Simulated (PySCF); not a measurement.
**GaCl under electron impact: the energy ladder**

r²SCAN in PySCF with def2-TZVPPD on every atom, for the lowest determinant that a PBE0 search found; no spin–orbit coupling.

```csv
species,state (unpaired electrons),Re (Å),ωe (cm⁻¹),energy of the minimum from the neutral (eV),De (eV),dissociates to
GaCl,singlet (closed shell),2.209,369,0.00,4.94,Ga + Cl
GaCl⁺,doublet (σ ↑),2.078,443,9.72,1.35,Ga⁺ + Cl
GaCl⁻,doublet (π ↑),2.389,247,-0.18,1.50,Ga + Cl⁻
```

Task: Work out the lowest energy to break GaCl into atoms, from its vibrational ground state.

Result: D0 = De − ωe/2 = 4.94 − 0.02 = 4.92 eV (r²SCAN/def2-TZVPPD).

Task: Work out the ionisation energy of the Ga atom at this level and the threshold of dissociative ionisation.

Result: IE(Ga) = 9.72 + 1.35 − 4.94 = 6.13 eV, so Ga⁺ + Cl + e⁻ appears at D0 + IE(Ga) = 11.05 eV (r²SCAN/def2-TZVPPD). The measured IE(Ga) is 5.999 eV (NIST ASD).

Task: Work out the electron affinity of the Cl atom and the threshold of dissociative attachment.

Result: EA(Cl) = 4.94 − 1.50 − (-0.18) = 3.62 eV, so Ga + Cl⁻ needs D0 − EA(Cl) = 1.30 eV (r²SCAN/def2-TZVPPD). The measured EA(Cl) is 3.613 eV.

Task: At which energy does ion-pair formation open?

Result: Ga⁺ + Cl⁻ lies at D0 + IE(Ga) − EA(Cl) = 7.43 eV (r²SCAN/def2-TZVPPD).

These are thermodynamic thresholds; the onsets seen under electron impact lie higher where the geometry changes, and cross-sections peak well above them.

For an ion De counts to the pair picked by the measured ionisation energies or electron affinities, which need not be the lowest pair at this level. The highest Kohn–Sham level is positive in this anion. Much of that is self-interaction error, but it also means that the finite basis helps to hold the extra electron. States were picked by a PBE0 search and need not be the measured ground states.
